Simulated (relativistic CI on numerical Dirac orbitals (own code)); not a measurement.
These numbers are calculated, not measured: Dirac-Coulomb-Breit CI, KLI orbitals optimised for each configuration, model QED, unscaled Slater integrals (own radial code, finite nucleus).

The strongest absorption lines from the ground level of an ion, among the configurations computed and to levels below about 1210 eV (vacuum wavelength in nm, gf): 3.3342 (0.28), 3.3927 (0.79), 3.6818 (1.3), 4.6900 (0.23), 4.7541 (0.96), 4.7850 (0.23), 4.8005 (0.46), 4.8783 (0.19).

Which ion is it?
A. Pr XL
B. Sm XLIII
C. Ba XXXVII
D. I XXXIV

A. Pr XL has 20 electrons and the ground level 3s²3p⁶3d² ³F2; the strongest line goes to 3s²3p⁵3d³ ³F°2. The pattern of lines fixes the number of electrons, and along that sequence the line energies rise steadily with the charge (about as its square where n changes within one kind of shell, about linearly where n is kept but much faster in heavy ions where fine structure, which grows about as Z⁴, sets the gap, and irregularly where shells cross), which fixes Z. Configurations outside the model, such as inner-shell arrays, can give stronger lines. At this charge energies of transitions that change n are usually good to better than 1 %, and those within a shell (Δn = 0) to a few per cent. Terms inside the open d or f shell come out 10 to 20 % too wide with unscaled integrals.

LS names give the leading component of a level, which can be under half, so a name can repeat, a term be missing and a line seem to break the LS rules.
